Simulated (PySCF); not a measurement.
Mo⁺: ionisation energy

Mo⁺ [Kr] 4d5 (6S) → Mo²⁺ [Kr] 4d4 (5D), as a difference of total energies. Calculation: PySCF 2.14, in x2c-TZVPPall with one added diffuse shell each of s, p, d, f type (9s7p7d3f1g, 95 functions); the spin-free X2C one-electron Hamiltonian (Gaussian nucleus). Correlated levels: valence and next inner shell: [Ar] 3d10 frozen. The calculations carry no spin-orbit coupling.

```csv
method,ionisation energy (eV)
UHF,15.083
MP2 (valence and next inner shell),16.143
SCS-MP2 (valence and next inner shell),15.719
CCSD (valence and next inner shell),15.959
CCSD(T) (valence and next inner shell),16.011
```

Problem. How much does correlation contribute at CCSD(T) (valence and next inner shell)?

Solution. 16.011 − (15.083) = 0.928 eV, measured against UHF.

A first-order spin-orbit estimate (lowest level to lowest level, LS coupling) adds -0.143 eV.

Errors of the correlated levels include the incompleteness of this basis and the frozen core.

For comparison: 16.16 ± 0.12 eV (semi-empirical (NIST evaluation); NIST Atomic Spectra Database, ionization energies).
